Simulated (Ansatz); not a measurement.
Basis-set extrapolation for CH5BF2Si, SMILES `CB[SiH](F)F` (PBE0-D4/def2-TZVP geometry, frozen core, Ansatz). Multiplicity 1, RHF reference.

```csv
,def2-TZVPP,def2-QZVPP
HF,-553.522138,-553.544355
MP2 correlation,-0.887992,-0.964113
CCSD(T) correlation,-0.954560,not run
```

Energies in hartree. Use E(X) = E(∞) + A·exp(−7.88·√X) for Hartree–Fock and E(X) = E(∞) + B·X^(−2.97) for correlation, with X = 3 and 4, and add CCSD(T) minus MP2 of the smaller set to the MP2 limit.

What is the CCSD(T) energy at the basis-set limit?

HF limit: -553.544355 + (-0.022217) × 0.13774 = -553.54742. MP2 limit: -0.964113 + (-0.076121) × 0.74074 = -1.02050. Higher-order term: -0.954560 − (-0.887992) = -0.06657. Total: -554.63449 hartree, 414.3 kJ/mol below CCSD(T)/def2-TZVPP.
